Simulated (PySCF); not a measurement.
ScF₂, SMILES [F][Sc][F] (connectivity only; charge and spin as stated), neutral, multiplicity 2.

Geometry optimised at PBE-D3(BJ)/def2-TZVP. The spin state was assumed, not searched. The isomer is the one that the SMILES or the coordinates give; other isomers of the formula were not compared.

The numbers are results of PySCF with PBE-D3(BJ)/def2-TZVP, not measurements.

Frequencies are harmonic and unscaled.

```
mode  ν (cm⁻¹)  IR (km/mol)  moving atoms (share of kinetic energy)
----  --------  -----------  --------------------------------------
1          151          8.4                         F 76 %, Sc 24 %
2          658        111.1                         F 79 %, Sc 21 %
3          698        184.7                         F 62 %, Sc 38 %
```
